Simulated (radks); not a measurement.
Hg+, 79 electrons, occupied as [Xe] 4f14 5d8 6s0.5 6p2.5 (fractional occupations, a model configuration). Calculated with a radial shooting solver on a logarithmic mesh with Libxc functionals: scalar-relativistic Kohn-Sham, PBE, spin-polarised, spherical densities, point nucleus; open shells are filled with parallel spins first (spin-orbit coupling, left out, can overturn this in heavy ions).

Unscreened Slater integrals over Kohn-Sham orbitals (hartree). They are taken over the spin-up orbitals.

integral      value
F0(6p,6p)   0.30523
F2(6p,6p)   0.16627
F0(6p,6s)   0.33837
G1(6p,6s)   0.20787
F0(6p,5d)   0.37477
F2(6p,5d)   0.12029
G1(6p,5d)  0.050836
G3(6p,5d)  0.042053
F0(6p,5p)   0.38644
F2(6p,5p)  0.088333
G0(6p,5p)  0.015131
G2(6p,5p)  0.020450
F0(6s,6s)   0.39105
F0(6s,5d)   0.46059
G2(6s,5d)   0.10360
F0(6s,5p)   0.48247
G1(6s,5p)  0.037292
F0(5d,5d)   0.65323
F2(5d,5d)   0.34050
F4(5d,5d)   0.22650
F0(5d,5p)   0.73803
F2(5d,5p)   0.36922
G1(5d,5p)   0.44662
G3(5d,5p)   0.27745
F0(5p,5p)   0.87294
F2(5p,5p)   0.47136

Derived for the open shells (J is the average intra-shell exchange parameter used in DFT+U). 5d: Racah B = F2/49 - 5 F4/441 = 0.004381 hartree, C = 35 F4/441 = 0.01798 hartree, C/B = 4.10, F4/F2 = 0.665, J = (F2 + F4)/14 = 0.04050 hartree. 6p: J = F2/5 = 0.03325 hartree.
